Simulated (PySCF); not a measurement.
O3W, SMILES [O]=[W](=[O])=[O] (connectivity only; charge and spin as stated), charge -1, multiplicity 2. Atoms are numbered in the order given.

```xyz
4

W      0.0000     0.0000     0.0927
O      1.4961     0.8638    -0.2857
O      0.0000    -1.7276    -0.2857
O     -1.4961     0.8638    -0.2857
```
Charge -1, spin multiplicity 2.

The structure is a stationary point at B3LYP-D3(BJ)/def2-SVPD. The spin state was assumed, not searched. The isomer is the one that the SMILES or the coordinates give; other isomers of the formula were not compared. The def2 effective core potentials stand for the cores of W; spin–orbit coupling is left out.

All values below come from B3LYP-D3(BJ)/def2-SVPD in PySCF 2.14.0.

Frequencies are harmonic and unscaled.

Modes within 1.5 cm⁻¹ of each other (mostly degenerate sets) share a row, with their intensities summed.

Problem. Estimate the vibrational spectrum. (An estimate is asked for; the answer gives what the named calculation found.)

Solution. 
| mode | ν (cm⁻¹) | IR (km/mol) | moving atoms (share of kinetic energy) |
|---|---|---|---|
| 1 | 154 | 20.6 | O 81 %, W 19 % |
| 2–3 | 297 | 6.1 | O 93 % |
| 4–5 | 882 | 622.7 | O 87 %, W 13 % |
| 6 | 942 | 22.5 | O 98 % |
